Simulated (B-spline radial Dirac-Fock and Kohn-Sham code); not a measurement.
The Cs-like isoelectronic sequence (55 electrons), Z = 64 to 71

Calculated with a radial finite-basis atomic code, using Dirac-Fock energy differences between relaxed states, corrected for Breit and QED terms. Binding energies in eV, tabulated ground configurations. Correlation energy is missing from these numbers.

```tsv
ion	configuration	2p3/2	3d3/2	4s	4p3/2	outermost level	NIST ionisation energy
Gd⁹⁺	[Kr] 4d10 4f5 5s2 5p2	7412.3	1386.9	553.0	442.7	154.5 (5p)	165 ± 8
Tb¹⁰⁺	[Kr] 4d10 4f6 5s2 5p1	7706.5	1466.5	591.6	476.1	174.3 (5p)	186 ± 9
Dy¹¹⁺	[Kr] 4d10 4f7 5s2	?	?	?	?	?	?
Ho¹²⁺	[Kr] 4d10 4f7 5s2	8323.9	1644.4	683.4	556.3	239.5 (4f)	263 ± 14
Er¹³⁺	[Kr] 4d10 4f7 5s2	8648.2	1743.9	737.5	603.8	275.0 (4f)	–
Tm¹⁴⁺	[Kr] 4d10 4f9	8958.3	1822.2	772.6	634.6	294.5 (4f)	317 ± 16
Yb¹⁵⁺	[Kr] 4d10 4f9	9295.4	1926.8	830.0	685.0	332.5 (4f)	360 ± 19
Lu¹⁶⁺	[Kr] 4d10 4f9	9639.7	2034.8	889.8	737.4	372.4 (4f)	399 ± 20
```

Question: Fill in the row of Dy¹¹⁺.

Answer: 2p3/2 8006.9, 3d3/2 1548.2, 4s 631.6, 4p3/2 510.7, outermost 206.1 (4f), NIST 224 ± 11 eV.

NIST's values are for the lowest levels; a dash marks a value that is missing or belongs to another shell. Their kind here: theoretical. Where a p, d or f shell is open in either ion the computed value averages over both j values and all terms, while the table refers to the lowest levels; that difference holds spin-orbit splitting (largest in heavy or highly charged ions), term energies where several electrons share open shells, and correlation, and it can reach 10 % or more.
